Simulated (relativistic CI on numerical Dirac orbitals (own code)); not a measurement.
## Ru²⁸⁺: q coefficients and field-shift factors

Method of calculation: Dirac-Coulomb-Breit CI, orbitals from a KLI potential per configuration, derivatives by finite differences, unscaled Slater integrals, QED left out (own radial code, finite nucleus).

CI space (outside the closed core [Ne]): 3s²3p⁴, 3s3p⁵, 3s²3p³3d, 3p⁶, 3s3p⁴3d, 3p⁵3d, 3p⁴3d², 3p³3d³. Double excitations out of closed p, d and f shells are left out; levels of such configurations are missing from the list, as are those of other unlisted configurations, and high levels can miss mixing partners.

With x = (α/α₀)² − 1 an excitation energy changes as ω = ω₀ + qx; K = 2q/ω₀ is the relative enhancement. Terms are leading LS components, so labels can repeat. The field-shift factor is F = δν/δ⟨r²⟩ for the transition from the lowest level.

Lowest level 3s²3p⁴ ³P2.

```
        Level  ω₀ (cm⁻¹)  q (cm⁻¹)       K  F (GHz/fm²)
   3s²3p⁴ ³P0      83040     15890   0.383        -1.17
   3s²3p⁴ ³P1     221344    251800    2.28        -4.43
   3s²3p⁴ ¹D2     269422    247900    1.84        -4.33
   3s²3p⁴ ¹S0     533187    490400    1.84        -11.4
   3s3p⁵ ³P°2     863555    247800   0.574         -193
   3s3p⁵ ³P°1     914952    181500   0.397         -120
3s²3p³3d ³F°2     958553     37090  0.0774        -2.88
3s²3p³3d ⁵D°0     970028     70830   0.146        -4.45
3s²3p³3d ⁵D°3     971193     49430   0.102         2.83
3s²3p³3d ⁵D°4    1013424     95360   0.188         2.95
3s²3p³3d ⁵D°1    1023766    193800   0.379        -71.5
3s²3p³3d ⁵D°2    1060414    157100   0.296        -17.7
   3s3p⁵ ³P°0    1096327    457600   0.835         -182
3s²3p³3d ³G°3    1112502    119400   0.215          2.3
3s²3p³3d ¹P°1    1135543    364300   0.642         -111
3s²3p³3d ³D°1    1146937    197300   0.344       -0.821
3s²3p³3d ³F°2    1159860    251700   0.434        -1.21
3s²3p³3d ¹S°0    1174623    273900   0.466        -8.08
3s²3p³3d ³F°3    1181354    263900   0.447        0.156
3s²3p³3d ³D°3    1205873    303100   0.503        0.294
3s²3p³3d ³G°4    1214085    289700   0.477        0.219
3s²3p³3d ³D°1    1216468    236400   0.389          -35
3s²3p³3d ³F°4    1236380    270300   0.437        0.495
```

At this charge energies of transitions that change n are usually good to better than 1 %, and those within a shell (Δn = 0) to a few per cent.
